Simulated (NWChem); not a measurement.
System: InSi₂H₇; SMILES [SiH3][InH][SiH3]

Program: NWChem. The geometry was optimised at PBE0/def2-SVP. No frequency run checked for a minimum. def2 effective core potentials on In; no spin-orbit coupling. Level B3LYP/def2-SVP: energy and gradient on several grids; changes count from the extra-fine grid, which is no exact limit either.

```tsv
grid	size of the energy change (μHa)	largest change of a gradient component (μHa/bohr)
xcoarse	700	4000
coarse	200	2000
medium	40	90
fine	< 10	40
xfine	< 10	< 30
```
